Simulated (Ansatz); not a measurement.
This geometry of a periodic cell of 17 atoms, GaSi₁₆ (host Si, host structure diamond, interstitial Ga) is a first-order saddle point.

Computed with DFT PBE-D3(BJ), scalar-relativistic, plane waves, PAW (Ansatz). Settings: PAW set soft_1, cutoff 420 eV, k mesh 2x2x2, gaussian smearing 0.05 eV, spin collinear.

```xyz
17
Lattice="0.0000 5.4300 5.4300 5.4300 0.0000 5.4300 5.4300 5.4300 0.0000" Properties=species:S:1:pos:R:3
Si -0.215 -0.216 0.215
Si 1.248 1.247 1.240
Si 2.647 2.646 -0.013
Si 3.856 3.855 1.573
Si 2.827 -0.116 2.602
Si 4.189 1.247 4.182
Si 5.443 2.646 2.783
Si 6.858 4.061 4.002
Si -0.115 2.826 2.602
Si 1.248 4.189 4.182
Si 2.647 5.442 2.783
Si 4.062 6.857 4.002
Si 2.827 2.826 5.544
Si 4.290 4.289 6.569
Si 5.649 5.648 5.211
Si 6.858 6.857 6.798
Ga 7.467 7.467 3.392
```

Q: Which two structures does it join? (They come from a converged band through this point; their orientation in space is the band's.)

A: Contacts lost: Si15–Ga17. Contacts made: Si4–Ga17. The atom that moves furthest is Ga17, by 2.35 Å; four of its nearest neighbours are Si5 2.44, Si13 2.44, Si15 2.44, Si9 2.44 Å at the first end and Si10 2.44, Si6 2.44, Si4 2.44, Si2 2.44 Å at the last.

Image 0:

```xyz
17
Lattice="0.0000 5.4300 5.4300 5.4300 0.0000 5.4300 5.4300 5.4300 0.0000" Properties=species:S:1:pos:R:3
Si -0.013 -0.013 0.013
Si 1.359 1.358 1.326
Si 2.730 2.730 0.013
Si 4.074 4.073 1.357
Si 2.767 -0.050 2.664
Si 4.105 1.358 4.072
Si 5.417 2.730 2.700
Si 6.789 4.042 4.071
Si -0.048 2.765 2.665
Si 1.359 4.104 4.072
Si 2.730 5.417 2.700
Si 4.043 6.788 4.072
Si 2.767 2.766 5.480
Si 4.076 4.073 6.787
Si 5.383 5.382 5.478
Si 6.789 6.789 6.818
Ga 6.791 6.788 4.072
```

Image 6:

```xyz
17
Lattice="0.0000 5.4300 5.4300 5.4300 0.0000 5.4300 5.4300 5.4300 0.0000" Properties=species:S:1:pos:R:3
Si 0.000 0.001 -0.001
Si 1.308 1.308 1.308
Si 2.716 2.714 -0.031
Si 4.123 4.123 1.307
Si 2.718 -0.031 2.712
Si 4.121 1.309 4.121
Si 5.461 2.712 2.712
Si 6.778 4.082 4.081
Si -0.031 2.717 2.713
Si 1.308 4.122 4.122
Si 2.713 5.461 2.713
Si 4.086 6.774 4.083
Si 2.715 2.715 5.462
Si 4.090 4.089 6.769
Si 5.433 5.428 5.420
Si 6.771 6.770 6.769
Ga 8.144 8.146 2.714
```

Q: How far does it lie above each of them?

A: 0.73 eV above the first and 0.73 eV above the second. This is the barrier of this one path; another mechanism may lie lower. Limits of this set-up: coarse k mesh, a small cell, in which the defect meets its images.

Run time: 3.5 min on 2 threads of Arm Neoverse V2, with other jobs on the host, peak memory 1.6 GiB.
